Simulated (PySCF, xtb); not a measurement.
C2H9ClOSi2, SMILES CO[Si@H](Cl)[SiH2]C. Other conformers were not sampled.

Harmonic wavenumbers (cm⁻¹) from GFN2-xTB (xtb) at its own minimum, in rising order: 20, 76, 80, 103, 110, 142, 161, 207, 289, 385, 418, 521, 563, 635, 685, 696, 752, 759, 797, 814, 833, 1119, 1128, 1147, 1372, 1413, 1481, 1484, 1487, 1492, 2149, 2174, 2192, 2959, 2968, 3000, 3032, 3035, 3049.

Task: What does PBE-D3(BJ)/def2-SVP run with PySCF give at its own minimum? (The exact figures need the calculation; the answer reports its results.)

Result: 40, 74, 76, 100, 115, 160, 183, 230, 278, 396, 450, 519, 587, 645, 684, 744, 761, 806, 854, 859, 896, 1105, 1132, 1161, 1214, 1384, 1388, 1417, 1419, 1424, 2126, 2148, 2161, 2926, 2981, 3004, 3052, 3084, 3087. Paired by order, the mean absolute difference is 31 cm⁻¹ and the zero-point energies are 65.4 and 65.3 kcal/mol.
